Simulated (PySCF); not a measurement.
A calculated (r2SCAN, PySCF 2.14, x2c-QZVPPall, scalar relativity by spin-free X2C-1e) atom or ion has these occupied shells.

| shell | electrons | orbital energy (eV) | rms radius, mean of both spins (bohr) |
| --- | --- | --- | --- |
| 1s α | 1 | -748.12 | 0.204 |
| 1s β | 1 | -745.27 | 0.204 |
| 2s α | 1 | -94.728 | 0.958 |
| 2s β | 1 | -88.154 | 0.958 |
| 2p α | 2 | -76.399 | 0.905 |

(1) Name the element and its charge.

Results:

(1) F(3+) (fluorine, charge +3), in [He] 2s2 2p2, high-spin 3P determinant.
